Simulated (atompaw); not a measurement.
## How hard is this caesium PAW (atompaw) potential?

* Element: Cs (Z = 55)
* Generator: atompaw 4.2.0.5
* Type: PAW
* Functional: LDA (PW92)
* Relativity: scalar-relativistic
* Frozen core: [Kr] 4d10 5s2
* Valence charge: 7
* Reference configuration: 5p6 5d0 6s0.5 6p0.5
* Partial waves: 6s (bound): rc 3.00 bohr; 6s channel at 2.65 Ry: rc 3.00 bohr; 5p (bound): rc 2.60 bohr; 6p (bound): rc 3.00 bohr; 5d (bound, empty): rc 3.00 bohr; 5d channel at 3.2 Ry: rc 3.00 bohr
* Local potential: troulliermartins scheme with l = 3 at 0 Ry, radius 2.25 bohr
* Core correction: smooth core density matched at 1.98 bohr
* Augmentation charge: besselshape compensation charge, radius 2.35 bohr; PAW radius 3.00 bohr; waves and projectors: modrrkj vanderbiltortho

The pseudo-atom Hamiltonian at the reference potential is diagonalised in spherical Bessel functions j_l(qr) that vanish at 20 bohr, with q² up to the cutoff. All-electron valence levels (Ry): 6s -0.1879, 5p -1.0470, 6p -0.0798, 5d -0.0637.

Q: How do the lowest levels (Ry) of each channel move with the cutoff, and are there ghosts?

A:

| cutoff (Ry) | s #1 | s #2 | s #3 | p #1 | p #2 | d #1 | d #2 | f #1 | Σ f·Δε (mRy) |
| --- | --- | --- | --- | --- | --- | --- | --- | --- | --- |
| 8 | -6.6533 | -0.5072 | -0.1876 | -1.0453 | -0.0794 | -0.0635 | 0.0293 | 0.0556 | 10.6 |
| 10 | -9.1033 | -1.6089 | -0.1879 | -1.0467 | -0.0794 | -0.0635 | 0.0292 | 0.0556 | 1.9 |
| 12 | -9.7340 | -1.8616 | -0.1879 | -1.0468 | -0.0794 | -0.0635 | 0.0292 | 0.0556 | 1.7 |
| 15 | -9.8294 | -1.9472 | -0.1879 | -1.0469 | -0.0794 | -0.0635 | 0.0292 | 0.0556 | 0.7 |
| 18 | -9.8356 | -1.9988 | -0.1879 | -1.0470 | -0.0794 | -0.0635 | 0.0292 | 0.0556 | 0.2 |
| 21 | -9.8426 | -2.0166 | -0.1879 | -1.0470 | -0.0794 | -0.0635 | 0.0292 | 0.0556 | 0.1 |
| 400 | -9.9041 | -2.0485 | -0.1879 | -1.0470 | -0.0794 | -0.0635 | 0.0292 | 0.0555 | 0.0 |

Result: ghost states, extra bound levels that the all-electron valence spectrum of the same l lacks: s at -134.8 eV, s at -27.9 eV (a true bound ghost makes a file unfit for plane-wave use); 10 mRy is reached at 10 Ry and 1 mRy at 15 Ry.
